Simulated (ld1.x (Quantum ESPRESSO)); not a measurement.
phosphorus (P): excitation energies, all-electron against PAW

| Property | Result |
| --- | --- |
| Element | phosphorus |
| Generator | ld1.x (Quantum ESPRESSO) 7.5 |
| Type | PAW |
| Functional | revPBE |
| Relativity | scalar-relativistic |
| Frozen core | [Ne] |
| Valence charge | 5 |
| Reference configuration | 3s2 3p2 (charge +1) |
| Partial waves | 3s (bound): rcut 1.15, rcutus 1.40 bohr; 3s channel at -1.35 Ry: rcut 1.15, rcutus 1.40 bohr; 3p (bound): rcut 1.50, rcutus 1.70 bohr; 3p channel at -0.6 Ry: rcut 1.50, rcutus 1.70 bohr; 3d channel at 0.5 Ry: rcut 1.45, rcutus 1.55 bohr |
| Local potential | all-electron potential smoothed inside 1.50 bohr (lloc = -1) |
| Core correction | Bessel-smoothed model core, default radius (core density twice the valence density) |
| Augmentation charge | PSQ, inside the norm-conserving radii |

Energies are relative to the spin-unpolarised reference configuration 3s2 3p2; without spin polarisation the order of configurations can differ from experiment.

Give the all-electron excitation energy and the error of the potential for: 3s2 3p3; 3s2 3p1; 3s2 3p0; 3s1 3p0; 3s0 3p5; 3s1 3p3; 3s1 3p4.

```
valence configuration  charge  ΔE all-electron (eV)  error AE − PS (meV)
              3s2 3p3       0                -9.707                 +0.1
              3s2 3p1      +2                19.125                 -4.4
              3s2 3p0      +3                48.825                  -28
              3s1 3p0      +4               100.719                 -110
              3s0 3p5       0                 7.475                 -0.4
              3s1 3p3      +1                 9.117                 -0.7
              3s1 3p4       0                -1.179                 +0.2
```

Levels in the configuration 3s0 3p5:

```tsv
level	all-electron (eV)	pseudo (eV)
3p	-6.572	-6.573
```
